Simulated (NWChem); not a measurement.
## A calculation on Cl2Se

```
Se
Cl 1 2.1982
Cl 1 2.1982 2 102.60
```
Charge 0, spin multiplicity 1.

The numbers come from NWChem runs, not from measurements. Structure: optimised with B3LYP/def2-SVP, a minimum by its harmonic frequencies.

The Hamiltonian is non-relativistic. The structure started from a generated list of species. The stability of the SCF solutions was not checked.

Worked example. At TPSS/def2-TZVP the parent has a total energy of -3321.96308 Ha and the doublet with one electron less, at the same geometry, -3321.62638 Ha. The vertical ionisation energy is their difference.

ΔE = -3321.62638 − (-3321.96308) = 0.33670 Ha. Times 27.2114 eV/Ha this is 9.16 eV, or 884 kJ/mol; λ = 1239.84/9.16 = 135.3 nm. No relaxation of the ion's geometry and no zero-point term enter.
